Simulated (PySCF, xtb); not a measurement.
SnHF₂Cl, SMILES [F][SnH]([F])[Cl].

GFN2-xTB (xtb) at its own geometry gives an orbital gap of 3.96 eV and a dipole moment of 4.39 D.

Coordinates come from a r2SCAN-D4/def2-SVP optimisation. The def2 effective core potentials stand for the cores of Sn; spin–orbit coupling is left out.

Problem. What does HF/def2-TZVPD (PySCF) give? (An estimate is asked for; the answer gives what the named calculation found.)

Solution. gap 14.24 eV (levels -13.29 and 0.95 eV), dipole 3.30 D.
